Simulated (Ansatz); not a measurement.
Input and output for FH4SbSi, SMILES `[F][SbH][SiH3]`.

```yaml
crystal:
  periodic: [false, false, false]
  atoms:
    - {symbol: F, position_ang: [-0.538991, -2.097625, 0.745970]}
    - {symbol: Sb, position_ang: [-1.291391, -0.574148, 0.026436]}
    - {symbol: Si, position_ang: [0.519227, 0.785730, 0.117591]}
    - {symbol: H, position_ang: [-0.950523, -1.724789, -1.568932]}
    - {symbol: H, position_ang: [1.616903, 0.081306, -0.009060]}
    - {symbol: H, position_ang: [0.487852, 1.644913, 1.536353]}
    - {symbol: H, position_ang: [0.288063, 1.785138, -0.978773]}
basis:
  gaussian: {orbitals: def2-TZVPP, fitting: {mean_field: cc-pVTZ-jkfit}}
hamiltonian: {xc: {name: revPBE0}}
accuracy: high
relax: {f_tol: 0.0001, max_steps: 3}
output: {forces: true}
```

```sh
$ ansatz run in.yaml --threads 4 --pin off --events-out ev --progress --plain --max-ram 10444MiB
```

It prints (some lines left out):

```
Functional definition: revPBE0
Error: <dir> the basis set cc-pVTZ-JKFIT has no functions for Sb
```
